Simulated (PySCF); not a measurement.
Level of theory: PySCF with PBE-D3(BJ)/def2-TZVP // B3LYP-D3(BJ)/def2-TZVP. Gas-phase values, no solvent. One relaxed conformer stands for a flexible species; it need not be the lowest. 

Reference species (SMILES): `Br[Si](Br)(Br)Br` (neutral, multiplicity 1).

```yaml
HOMO–LUMO gap: 4.73 eV
HOMO: -7.41 eV
S1 oscillator strength: 0.000
```

Changed species: `Br[Si](Br)(S)S` (H–S–Si–Br torsion 41°, Br–Si–S–H torsion 62°) (2 of 4 Br replaced by SH; the reference has 0 of 4 Br replaced by SH).

What does the change do to the HOMO–LUMO gap, HOMO and S1 oscillator strength?

the HOMO–LUMO gap falls by 0.12 eV, to 4.61 eV; the HOMO increases by 0.70 eV, to -6.71 eV; the S1 oscillator strength is nearly the same.
